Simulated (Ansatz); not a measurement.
MoO₃⁻. Total charge -1; doublet. Geometry r2SCAN-D4/def2-TZVP, that of the neutral singlet; atoms count from 1.

```
atom   x (Å)   y (Å)   z (Å)
 Mo1   0.358  -0.268  -0.510
  O2   0.802  -1.786   0.040
  O3   0.024   1.304   0.514
  O4  -1.184   0.750  -0.044
```

In the def2 sets Mo takes a core potential; there is no spin–orbit coupling. The structure holds one bond between oxygen atoms, so isomers without such links may lie far lower. The charge -1 doublet is spin-contaminated (final ⟨S²⟩ up to 1.64, 0.75 for a pure state). The highest occupied level of the charge -1 doublet lies above zero (up to 0.05 eV). It is a level of β spin, whose loss leaves a triplet; that state wasn't run at this geometry and level. The electron is either unbound and held by the finite basis, or the level is raised by self-interaction error. The structure comes from a short search, and lower isomers may exist.

Estimate the Mulliken populations from the PBE0/def2-TZVPD orbitals of Ansatz.


```json
{"atom": "Mo1", "charge (e)": "0.73", "spin (α − β)": "1.08", "d electrons": "3.93"}
{"atom": "O2", "charge (e)": "-0.81", "spin (α − β)": "-0.05", "d electrons": "–"}
{"atom": "O3", "charge (e)": "-0.46", "spin (α − β)": "0.00", "d electrons": "–"}
{"atom": "O4", "charge (e)": "-0.45", "spin (α − β)": "-0.03", "d electrons": "–"}
```
Mulliken values and Mayer orders depend strongly on the basis. With diffuse functions, as here, like atoms can get unlike values, and bond orders can come out too low or too high.

Where does the spin sit?

Summed by element: Mo 1.08, O -0.08, of 1 unpaired in all. Largest on single atoms: Mo1 1.08, O2 -0.05, O4 -0.03.

And the Mayer bond orders between bonded heavy atoms (over 0.3)?

Mo1–O2 1.58 (1.67 Å); Mo1–O3 0.57 (1.91 Å); Mo1–O4 0.56 (1.91 Å); O3–O4 0.65 (1.44 Å).
